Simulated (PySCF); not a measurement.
BGeH$_{3}$O$_{2}$ (calculated)

Calculation on a computer-drawn molecule: optimised geometry and harmonic frequencies of an isolated molecule of the commonest isotopes, restricted reference for singlets and unrestricted otherwise, frozen core in MP2; on germanium a core potential holds 10 electrons, which the energies leave out, and 3d is frozen in MP2 and coupled-cluster steps. Program: PySCF 2.14.0.

BGeH$_{3}$O$_{2}$

Start structure:
```xyz
7
BGeH3O2
O      0.8430     1.7106    -1.2346
B      0.3882     0.8625    -2.1765
O     -0.7418     0.1319    -2.0863
Ge    -2.0753    -0.9288    -1.8473
H      0.2367     1.7445    -0.4110
H      0.9856     0.8534    -3.2150
H     -3.2806     0.2388    -2.2554
```

It was run with charge 0, multiplicity 1, method HF, basis cc-pVDZ and basis and core potential on germanium cc-pVDZ-PP ECP10MDF.

Results for BGeH$_{3}$O$_{2}$: rotational constants 46.69, 1.776, 1.711 GHz; total energy -469.6461 hartree; convergence status largest gradient component 5.374e-06 hartree/bohr.

Drawn bonds:
```tsv
atom	other atom	order
1	2	1
2	3	1
3	4	1
1	5	1
2	6	1
4	7	1
```

Optimised structure:
```xyz
7
BGeH3O2
O      0.9687     1.7272    -1.2359
B      0.3240     0.8475    -2.0348
O     -0.9849     0.5491    -1.8172
Ge    -2.0119    -0.5950    -2.7720
H      0.4035     2.0708    -0.5577
H      0.9557     0.3522    -2.9304
H     -3.2993    -0.3388    -1.8781
```

Modes:
```tsv
frequency (cm⁻¹)	reduced mass (dalton)
96.4	4.766
170.5	6.144
203.5	1.209
376.5	5.63
670.9	1.216
737.1	4.736
836.8	1.082
1015	1.606
1110	1.712
1191	1.449
1271	2.439
1477	5.265
1991	1.022
2703	1.093
4140	1.065
```
